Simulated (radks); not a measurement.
Results of a calculation; reference values are marked as such.
Charge is removed step by step from the 3s level of Ar3+, starting from [Ne] 3s2 3p3. Code: a radial shooting solver on a logarithmic mesh with Libxc functionals. Model: scalar-relativistic Kohn-Sham, r2SCAN, spin-unpolarised, spherical densities, finite nucleus; meta-GGA in the generalised Kohn-Sham scheme; Fermi nuclear charge, rms radius 3.4274 fm.

removed (e)  E - E(0) (eV)  eigenvalue (eV)  E minus straight line (eV)
0                    0.000          -66.571                       0.000
0.1                  6.737          -68.172                      -0.731
0.2                 13.634          -69.782                      -1.302
0.3                 20.692          -71.398                      -1.711
0.4                 27.912          -73.022                      -1.958
0.5                 35.296          -74.653                      -2.042
0.6                 42.842          -76.291                      -1.963
0.7                 50.553          -77.936                      -1.720
0.8                 58.428          -79.587                      -1.312
0.9                 66.469          -81.244                      -0.739
1                   74.676          -82.906                       0.000

Removing the whole electron costs 74.676 eV by Delta-SCF, against 66.571 eV from minus the eigenvalue at the starting occupation. Slater's transition state (half an electron removed) gives 74.653 eV. Integrating minus the eigenvalue over the occupation (Janak's theorem) gives 74.682 eV. In this scalar-relativistic scheme the density is built from large components alone, so the theorem holds only approximately. The mean slope of the eigenvalue, de/dn, is 16.3 eV per electron.
